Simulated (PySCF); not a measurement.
I$_{2}$Sb, doublet, at a GFN2-xTB geometry (the spin is typed, not shown lowest) (core potentials on I, Sb); PBE/def2-SV(P) (PySCF).

Here is a job for PySCF.
```python
from pyscf import gto, scf, dft

mol = gto.Mole()
mol.atom = '''
    Sb    1.05305002    0.53019418    0.29488379
    I    -0.87992306    1.25449383   -1.52311924
    I    -0.13338922   -1.76468068    1.23936314
'''
mol.basis = 'def2-sv(p)'
mol.ecp = {'I': 'def2-sv(p)', 'Sb': 'def2-sv(p)'}
mol.spin = 1
mol.verbose = 4
mol.build()

mf = dft.UKS(mol)
mf.xc = 'pbe'
mf.kernel()
```

### Question
Predict the main parts of the log of this PySCF run.

### Answer

```
PySCF version 2.14.0

[INPUT] verbose = 4
[INPUT] num. atoms = 3
[INPUT] num. electrons = 73
[INPUT] charge = 0
[INPUT] spin (= nelec alpha-beta = 2S) = 1
[INPUT] symmetry False subgroup None
[INPUT] Mole.unit = angstrom
[INPUT] Symbol           X                Y                Z      unit          X                Y                Z       unit  Magmom
[INPUT]  1 Sb     1.053050020000   0.530194180000   0.294883790000 AA    1.989976133268   1.001921793038   0.557249601674 Bohr   0.0
[INPUT]  2 I     -0.879923060000   1.254493830000  -1.523119240000 AA   -1.662813594089   2.370649763657  -2.878278218656 Bohr   0.0
[INPUT]  3 I     -0.133389220000  -1.764680680000   1.239363140000 AA   -0.252069093769  -3.334763182511   2.342056903481 Bohr   0.0

nuclear repulsion = 300.746577784836
number of shells = 30
number of NR pGTOs = 183
number of NR cGTOs = 78
basis = def2-sv(p)
ecp = {'I': 'def2-sv(p)', 'Sb': 'def2-sv(p)'}

******** <class 'pyscf.dft.uks.UKS'> ********
method = UKS
initial guess = minao
damping factor = 0
level_shift factor = 0
DIIS = <class 'pyscf.scf.diis.CDIIS'>
diis_start_cycle = 1
diis_space = 8
diis_damp = 0
SCF conv_tol = 1e-09
SCF conv_tol_grad = None
SCF max_cycles = 50
direct_scf = True
direct_scf_tol = 1e-13
number electrons alpha = 37  beta = 36
XC library pyscf.dft.libxc version 7.1.2
    S. Lehtola, C. Steigemann, M. J. T. Oliveira, and M. A. L. Marques,  SoftwareX 7, 1–5 (2018)
XC functionals = pbe
    J. P. Perdew, K. Burke, and M. Ernzerhof,  Phys. Rev. Lett. 77, 3865 (1996)
    J. P. Perdew, K. Burke, and M. Ernzerhof,  Phys. Rev. Lett. 78, 1396 (1997)
    J. P. Perdew, K. Burke, and M. Ernzerhof,  Phys. Rev. Lett. 77, 3865 (1996)
    J. P. Perdew, K. Burke, and M. Ernzerhof,  Phys. Rev. Lett. 78, 1396 (1997)
radial grids:
    Treutler-Ahlrichs [JCP 102, 346 (1995); DOI:10.1063/1.469408] (M4) radial grids

becke partition: Becke, JCP 88, 2547 (1988); DOI:10.1063/1.454033
pruning grids: <function nwchem_prune>
grids dens level: 3
symmetrized grids: False
atomic radii adjust function: <function treutler_atomic_radii_adjust>
small_rho_cutoff = 0
Set gradient conv threshold to 3.16228e-05
tot grids = 65880
init E= -747.842559181872

cycle= 1 E= -832.106034562376  delta_E= -84.3  |g|= 3.41  |ddm|= 11.2
cycle= 2 E= -831.393308898894  delta_E= 0.713  |g|= 2.93  |ddm|=  9.2
cycle= 3 E= -834.897430601109  delta_E= -3.5  |g|= 0.906  |ddm|= 5.23
cycle= 4 E= -834.907284976704  delta_E= -0.00985  |g|= 0.943  |ddm|= 2.97
cycle= 5 E= -835.664785621748  delta_E= -0.758  |g|= 0.195  |ddm|= 1.64
cycle= 6 E= -835.687639112349  delta_E= -0.0229  |g|= 0.113  |ddm|= 0.456
cycle= 7 E= -835.697124767677  delta_E= -0.00949  |g|= 0.0172  |ddm|= 0.152
cycle= 8 E= -835.69741721505  delta_E= -0.000292  |g|= 0.00269  |ddm|= 0.0276
cycle= 9 E= -835.697424387916  delta_E= -7.17e-06  |g|= 0.000709  |ddm|= 0.00678
cycle= 10 E= -835.697424832452  delta_E= -4.45e-07  |g|= 0.000133  |ddm|= 0.0016
cycle= 11 E= -835.69742484573  delta_E= -1.33e-08  |g|= 5.49e-05  |ddm|= 0.00032
cycle= 12 E= -835.69742484655  delta_E= -8.2e-10  |g|= 4.9e-05  |ddm|= 0.000207
cycle= 13 E= -835.697424848895  delta_E= -2.35e-09  |g|= 7.48e-06  |ddm|= 0.000111
cycle= 14 E= -835.69742484897  delta_E= -7.53e-11  |g|= 2.53e-06  |ddm|= 2.29e-05
Extra cycle  E= -835.697424848967  delta_E= 2.73e-12  |g|= 3.22e-06  |ddm|= 1.06e-05
converged SCF energy = -835.697424848967  <S^2> = 0.7522116  2S+1 = 2.0022104
```
